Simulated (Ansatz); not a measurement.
Basis-set series for CH$_{5}$NZn, SMILES `C[NH][ZnH]`. Charge 0, multiplicity 1. The structure was optimised at the PBE0-D4/def2-TZVP level.

```csv
functional,basis,functions,energy (Eh),HOMO (eV),LUMO (eV)
PBE0-D4,def2-SVP,84,-1874.54744,-5.62,0.62
PBE0-D4,def2-QZVPP,364,-1874.96881,-6.06,-0.43
ωB97M-V,def2-SVP,84,-1874.75451,-7.96,1.96
ωB97M-V,def2-QZVPP,364,-1875.17983,-8.40,0.65
```

Give the rows for def2-TZVPP. (Estimate.)

Ansatz gave: 
| functional | basis | functions | energy (Eh) | HOMO (eV) | LUMO (eV) |
| --- | --- | --- | --- | --- | --- |
| PBE0-D4 | def2-TZVPP | 196 | -1874.91909 | -6.03 | -0.34 |
| ωB97M-V | def2-TZVPP | 196 | -1875.13140 | -8.37 | 0.97 |

Positive LUMOs are unbound and depend on the basis. Scalar relativity is left out up to krypton.
